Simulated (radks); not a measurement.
Values are calculated unless marked as measured or tabulated.
Q: These are the eigenvalues of the occupied orbitals of an atom or ion with whole-number occupations (eV). Level of theory: non-relativistic Kohn-Sham, LDA (Slater exchange, Perdew-Wang correlation), spin-unpolarised, spherical densities, point nucleus (a radial shooting solver on a logarithmic mesh with Libxc functionals).

1s: -89791.63
2s: -21403.65
2p: -21151.16

Which element is it, and in what charge state? The configuration may be excited.

A: Z = 83, bismuth, charge +77: Bi77+ in [He] 2s2 2p2. The list shows which subshells hold electrons but not how many an open one holds; the 1s level, -3299.8 hartree, gives Z - s = 81.2 by -(Z - s)^2/2, which with screening narrows Z to a few neighbours, and the depths of the outer levels then fix element, charge and occupations together.
